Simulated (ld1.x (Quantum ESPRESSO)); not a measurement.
**Scattering properties, RRKJ potential for Tb (Z = 65)**

```
Element                 : Tb
Generator               : ld1.x (Quantum ESPRESSO) 7.5
Type                    : norm-conserving RRKJ (Kleinman–Bylander form)
Functional              : LDA (PZ)
Relativity              : fully relativistic
Frozen core             : [Kr] 4d10
Valence charge          : 19
Reference configuration : 4f9 5s2 5p6 5d0 6s1.5 6p0 (charge +0.5)
Partial waves           : 5s (bound): rc 2.05 bohr; 5p (bound): rc 2.00 bohr; 4f (bound): rc 1.05 bohr; 5d (bound, empty): rc 2.70 bohr
Local potential         : the d channel
Core correction         : Bessel-smoothed model core inside 0.70 bohr
```

Open shells are filled in proportion to 2j + 1 (rel_dist='average').

Occupied shells without a wave of their own: 6s. They enter only through the test configuration that unscreens the potential, and ld1.x also counts them in the model core charge.

The phase is arctan(r·u′/u) with u = r·R(r), unwrapped; energies in Ry, scanned from -6 to 5 Ry. A pole is an energy at which the radial function vanishes at the test radius. The pseudo phase is shifted by a multiple of π to meet the all-electron one at the reference energy, and phase errors are pseudo minus all-electron; the curves can meet again beyond the range given. Levels narrower than the energy grid can be missing from the lists of poles.

```tsv
channel	radius (bohr)	reference energy (Ry)	poles, all-electron	poles, pseudo	unbroken range about the reference energy with phases within 0.05 rad	phase error 1 Ry above the reference energy (rad)
s	2.95	-3.72	-3.68, 2.20	-3.68, 2.90	below -0.9	+0.003
p1/2	2.95	-2.29	-2.17, 3.25	-2.17, 2.89	below 0.1	-0.002
p3/2	2.95	-1.97	-1.80, 3.65	-1.81, -1.07	-2.1 to -1.6	-2.973
d3/2	2.95	-0.32	0.45	0.49	not even at the reference energy	+0.010
d5/2	2.95	-0.30	0.51	0.49	-0.3 to 2.3	-0.007
f5/2	2.95	-0.50	-0.46, 3.26	-0.46, 3.60	below 0.9	+0.015
f7/2	2.95	-0.44	-0.40, 3.28	-0.40, 3.62	below 0.9	+0.017
```

Note: ghost state, extra bound levels that the all-electron valence spectrum of the same l lacks: p3/2 at -16.3 eV. A true bound ghost makes a file unfit for plane-wave use. The potential misses its own reference levels by up to 0.4 eV. ld1.x takes every shell without a wave as core, so the model core holds the 6s electrons as well and exchange and correlation see them twice. This cancels in the reference configuration, but the file is broken for other ones, and its errors say nothing about a proper core correction.

Phases in the d5/2 channel:

| E (Ry) | all-electron | pseudo |
| --- | --- | --- |
| -6.00 | 1.428 | 1.428 |
| -5.48 | 1.421 | 1.421 |
| -4.96 | 1.412 | 1.412 |
| -4.44 | 1.402 | 1.402 |
| -3.92 | 1.390 | 1.390 |
| -3.40 | 1.374 | 1.374 |
| -2.88 | 1.353 | 1.353 |
| -2.36 | 1.324 | 1.324 |
| -1.84 | 1.278 | 1.278 |
| -1.32 | 1.190 | 1.189 |
| -0.80 | 0.932 | 0.925 |
| -0.28 | -0.645 | -0.691 |
| 0.24 | -1.460 | -1.471 |
| 0.76 | -1.639 | -1.645 |
| 1.28 | -1.751 | -1.759 |
| 1.80 | -1.888 | -1.903 |
| 2.32 | -2.192 | -2.244 |
| 2.84 | -3.295 | -3.459 |
| 3.36 | -4.228 | -4.279 |
| 3.88 | -4.476 | -4.499 |
| 4.40 | -4.581 | -4.596 |
| 4.92 | -4.641 | -4.653 |
